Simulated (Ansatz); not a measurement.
Mulliken charges of CH₄BrClO₂Si, SMILES `CO[Si](O)(Cl)Br` from PBE/def2-TZVPP in Ansatz (PBE0-D4/def2-TZVP geometry).

```
atom   x (Å)   y (Å)   z (Å)  charge (e)
  C1  -1.460   0.792  -0.039      -0.139
  O2  -0.514  -0.139  -0.529      -0.262
 Si3   0.995  -0.342   0.002       0.593
  O4   1.719  -1.523  -0.829      -0.310
 Cl5   2.102   1.337  -0.272      -0.190
 Br6   0.935  -0.807   2.166      -0.202
  H7  -1.661   0.623   1.022       0.099
  H8  -1.105   1.817  -0.179       0.101
  H9  -2.382   0.655  -0.604       0.113
 H10   1.371  -2.413  -0.738       0.197
```

Task: By hand: the dipole of these point charges (1 e Å = 4.8032 D).

Result: Σ q r = (-0.469, -0.052, -0.114) e Å, of length 0.485 e Å = 2.33 D.

Task: How does the dipole of the full density compare? (Best estimate.)

Result: Computed: (-0.382, -0.124, -0.020) e Å, 1.93 D; the point charges give 1.21 times that, at 16° from its direction.

Point charges leave out the atoms' own dipoles, such as those of lone pairs, and Mulliken's split depends on the basis, so the two needn't agree.
